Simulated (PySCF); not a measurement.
Species: C8H16OP (charge +1).
Atom-mapped SMILES: `[CH3:1][O:2][CH2:3][P@@H+:4]([CH3:5])[C:6]1=[CH:7][CH2:8][CH2:9][CH2:10]1` (hydrogens: H11, H12, H13 on C1; H14, H15 on C3; H16 on P4; H17, H18, H19 on C5; H20 on C7; H21, H22 on C8; H23, H24 on C9; H25, H26 on C10)
Bond orders are those of one Lewis drawing.

Computed by this run: PBE0-D3(BJ)/def2-SVP geometry optimisation, gas phase (PySCF 2.14.0); density fitting, grid level 1; the optimiser is geomeTRIC in internal coordinates, started from a GFN2-xTB structure with every atom displaced at random (about 0.01 Å).

Step 0: E = -19859.8657 eV
```
atom  x, y, z in Å  |  force x, y, z in eV/Å
C1      4.2008    0.2266    0.1270   -1.994   1.428  -0.637
O2      2.9127   -0.2263   -0.3226    0.291   0.197   0.382
C3      1.8007    0.3188    0.3533    1.708  -0.639   0.284
P4      0.5205   -0.5098   -0.5704   -2.172  -0.565   0.969
C5      0.7078   -2.2993   -0.4490    0.229   0.631   0.776
C6     -1.1486    0.0334   -0.1073    1.586   0.025  -0.404
C7     -2.1770   -0.7586    0.1813   -0.561   0.399   0.143
C8     -3.3771    0.0485    0.5194   -0.698  -0.026  -0.075
C9     -3.0193    1.4871    0.1436    0.431  -0.849  -1.535
C10    -1.4849    1.4922    0.0296   -0.059   0.230  -0.492
H11     4.2486    1.3320    0.0005    0.181  -0.313  -0.024
H12     4.9300   -0.2440   -0.4882    0.843  -0.602  -0.589
H13     4.3160    0.0084    1.1640    0.369  -0.450   1.239
H14     1.7903    0.0599    1.4388   -0.202   0.015  -0.245
H15     1.7587    1.4063    0.2667   -0.268   0.519  -0.092
H16     0.7635   -0.1323   -1.8614    0.229   0.292  -1.061
H17     1.7488   -2.5213   -0.6792    0.296  -0.158  -0.136
H18     0.0369   -2.7921   -1.1333   -0.424  -0.313  -0.558
H19     0.4809   -2.6238    0.5807    0.034   0.096  -0.095
H20    -2.2188   -1.8264    0.1957    0.204  -0.951  -0.024
H21    -3.6090   -0.0443    1.5861   -0.022  -0.165   0.355
H22    -4.2714   -0.3399   -0.0049    0.091   0.110   0.088
H23    -3.3723    2.2235    0.8211   -0.515   0.866   0.940
H24    -3.4602    1.7196   -0.8510    0.183  -0.027   0.351
H25    -1.0076    1.8944    0.9263    0.184   0.242   0.306
H26    -1.1403    2.0928   -0.8316    0.056   0.008   0.136
```

Step 1: E = -19860.1484 eV
```
atom  x, y, z in Å  |  force x, y, z in eV/Å
C1      4.1766    0.3155    0.2281   -0.017  -0.117  -0.047
O2      2.9869   -0.2326   -0.3073   -0.250  -0.015   0.081
C3      1.8226    0.2524    0.2701    0.371   0.019  -0.067
P4      0.4697   -0.5658   -0.6394   -0.180   0.128  -0.081
C5      0.6607   -2.3437   -0.4978   -0.097   0.037  -0.026
C6     -1.1235    0.0404   -0.1367    0.161  -0.194   0.039
C7     -2.1608   -0.7475    0.2036    0.006  -0.039  -0.028
C8     -3.3553    0.0622    0.5772   -0.113   0.049   0.054
C9     -2.9867    1.4928    0.1533   -0.029   0.121  -0.007
C10    -1.4534    1.5103   -0.0099    0.002   0.017  -0.002
H11     4.2057    1.4088    0.0873    0.017   0.047  -0.026
H12     5.0004   -0.1469   -0.3360   -0.017   0.085   0.181
H13     4.2714    0.0917    1.3089    0.039  -0.036  -0.147
H14     1.7297   -0.0002    1.3475   -0.078   0.059  -0.005
H15     1.7123    1.3523    0.1583   -0.085  -0.052   0.061
H16     0.6955   -0.2031   -1.9895    0.025  -0.041   0.064
H17     1.7005   -2.5808   -0.7638    0.007  -0.024  -0.032
H18    -0.0385   -2.8570   -1.1755    0.078   0.011   0.022
H19     0.4664   -2.6481    0.5404    0.006  -0.001   0.015
H20    -2.1674   -1.8413    0.2235    0.077   0.007   0.003
H21    -3.5448   -0.0302    1.6617    0.055  -0.030   0.050
H22    -4.2691   -0.3169    0.0933   -0.016   0.007  -0.018
H23    -3.3351    2.2602    0.8618    0.016  -0.100  -0.059
H24    -3.4559    1.7150   -0.8160    0.001   0.023  -0.009
H25    -0.9447    1.9355    0.8742   -0.008   0.017  -0.025
H26    -1.1335    2.1024   -0.8818    0.030   0.022   0.010
```

Task: Estimate the geometry and energy of step 2. (The exact step hangs on the optimiser's Hessian estimate; all steps are aligned on step 1, rigid shifts and turns removed.)

Result: E = -19860.1597 eV, largest force 0.125 eV/Å
```
atom  x, y, z in Å  |  force x, y, z in eV/Å
C1      4.1660    0.2908    0.2423   -0.022   0.023   0.008
O2      2.9736   -0.2412   -0.3031   -0.030   0.045   0.050
C3      1.8185    0.2643    0.2638    0.094  -0.067  -0.050
P4      0.4681   -0.5493   -0.6533   -0.054   0.023  -0.040
C5      0.6602   -2.3262   -0.5133   -0.017   0.012   0.007
C6     -1.1179    0.0470   -0.1442    0.049  -0.044   0.012
C7     -2.1432   -0.7478    0.2126   -0.041   0.012   0.024
C8     -3.3411    0.0564    0.5981   -0.058   0.006   0.002
C9     -2.9919    1.4867    0.1489    0.015   0.013  -0.009
C10    -1.4595    1.5168   -0.0298   -0.034  -0.015  -0.014
H11     4.2134    1.3849    0.1008   -0.001  -0.013  -0.010
H12     5.0009   -0.1774   -0.2924   -0.003  -0.007   0.012
H13     4.2454    0.0633    1.3199    0.013  -0.014  -0.012
H14     1.7026    0.0189    1.3403   -0.021   0.028   0.017
H15     1.7035    1.3623    0.1523    0.014   0.006   0.007
H16     0.7007   -0.1931   -2.0010    0.013   0.004   0.007
H17     1.7001   -2.5633   -0.7811   -0.004  -0.008  -0.008
H18    -0.0326   -2.8418   -1.1926    0.013  -0.006  -0.008
H19     0.4666   -2.6326    0.5249    0.011  -0.002  -0.003
H20    -2.1273   -1.8410    0.2466    0.021   0.004  -0.005
H21    -3.5040   -0.0289    1.6887    0.036   0.002   0.003
H22    -4.2603   -0.3358    0.1341    0.001   0.010   0.006
H23    -3.3394    2.2533    0.8541   -0.008  -0.014  -0.002
H24    -3.4753    1.6970   -0.8165    0.006  -0.008   0.000
H25    -0.9477    1.9573    0.8445    0.000   0.005   0.000
H26    -1.1496    2.1045   -0.9088    0.008   0.003   0.005
```

The energy changes by -0.0113 eV. The first-order estimate −F·Δx gives -0.0192 eV and the mean of the old and new forces, exact on a quadratic surface, -0.0112 eV. The step makes an angle of 80° with the force vector and moves no atom by more than 0.053 Å.

The cost below is that of the whole optimisation. The run took 3.9 min wall on one thread, Arm Neoverse V2 (aarch64), shared host with 96 logical CPUs at a one-minute load of 16, and the process peaked at 0.98 GiB of memory.
